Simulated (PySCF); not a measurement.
Core-level binding energies of `ClC(Cl)(Cl)C1=C[SiH2]C=C1`

Compound: C5H5Cl3Si.
Numbering: `[Cl:1][C:2]([Cl:3])([Cl:4])[C:5]1=[CH:6][SiH2:7][CH:8]=[CH:9]1`

Geometry (PBE0-D3(BJ)/def2-SVP, Å), atoms numbered from 1 in this order:
```
atom  x, y, z in Å
Cl1    1.8774    0.2200    1.5871
C2     1.3106   -0.3485   -0.0123
Cl3    1.7527   -2.0734   -0.1915
Cl4    2.1336    0.5819   -1.2733
C5    -0.1903   -0.2236   -0.0650
C6    -0.8841    0.5233   -0.9475
Si7   -2.7012    0.3006   -0.5370
C8    -2.3183   -0.8539    0.8852
C9    -0.9790   -0.9821    0.9454
H10   -0.3897    1.1115   -1.7209
H11   -3.3747    1.5727   -0.1364
H12   -3.4822   -0.3263   -1.6457
H13   -2.9799   -1.3716    1.5821
H14   -0.4539   -1.6002    1.6799
```

Level of theory: delta-SCF UKS SCAN, pcX-2 on the ionised atom, pcseg-1 elsewhere, spin-free X2C in PySCF. These are vertical core ionisation energies against the vacuum level, from separate self-consistent calculations with and without the core hole.

Give the core binding energies atom by atom.

```tsv
atom(s)	environment	level	binding energy (eV)	2p1/2 (eV)	above the level's lowest (eV)	count
Si7	SiH2 silicon	Si 2p3/2	106.87	107.49	0.00	1
Cl1/Cl3/Cl4	chlorine of a CCl3 group	Cl 2p3/2	206.25	207.90	0.00	3
C6	alkene CH carbon	C 1s	289.95	–	0.00	1
C8	alkene CH carbon	C 1s	289.96	–	+0.01	1
C9	alkene CH carbon	C 1s	290.95	–	+1.00	1
C5	fully substituted alkene carbon	C 1s	291.38	–	+1.43	1
C2	CCl3 carbon	C 1s	295.20	–	+5.25	1
Si7	SiH2 silicon	Si 1s	1846.65	–	0.00	1
Cl1/Cl3/Cl4	chlorine of a CCl3 group	Cl 1s	2828.82	–	0.00	3
```

Lowest listed C 1s: C6, bonded to C (double bond), H and Si. Highest, 5.25 eV above it: C2, bonded to 3 Cl and C. The widest gap between neighbouring values is 3.82 eV, between 291.38 and 295.20 eV. Summing the Pauling electronegativity differences to the bonded atoms, each weighted by its formal bond order, gives -1.00 for the lowest site and +1.83 for the highest; no listed site has a larger sum than the highest. The values 289.95 and 289.96 eV lie too close for their order to be trusted.

Which photon energy gives electrons from C 1s of C8 a kinetic energy of 200 eV, and what is their de Broglie wavelength?

hν = 289.96 + 200 = 489.96 eV, recoil neglected; λ = 12.264 Å/√(E/eV) = 0.87 Å.

Which effective nuclear charge Zeff reproduces each element's mean 1s value in the hydrogen-like formula E = 13.606 eV × Zeff²?

C (Z = 6): mean 291.5 eV, Zeff = 4.63, Z − Zeff = 1.37; Si (Z = 14): mean 1846.7 eV, Zeff = 11.65, Z − Zeff = 2.35; Cl (Z = 17): mean 2828.8 eV, Zeff = 14.42, Z − Zeff = 2.58. Means run over the listed sites, weighted by atom count.

Topologically equivalent atoms share the value of their first member; where this conformer doesn't relate them by symmetry, their own values could differ. Spin contamination (⟨S²⟩ against 0.75 for a pure doublet) is marked for C 1s of C5 (0.91) and C 1s of C9 (0.90), which makes these values less certain. Spin–orbit coupling isn't in the SCF: each 2p doublet comes from a relaxed spin-free hole plus a matrix of the shell (mean-field spin–orbit coupling and the ground-state 2p splitting), with 2p3/2 averaged over its two sublevels. 2p1/2 minus 2p3/2 (ligand field included): Cl 1.65 eV, Si 0.62 eV. Isolated species at its PBE0-D3(BJ)/def2-SVP geometry, gas phase.
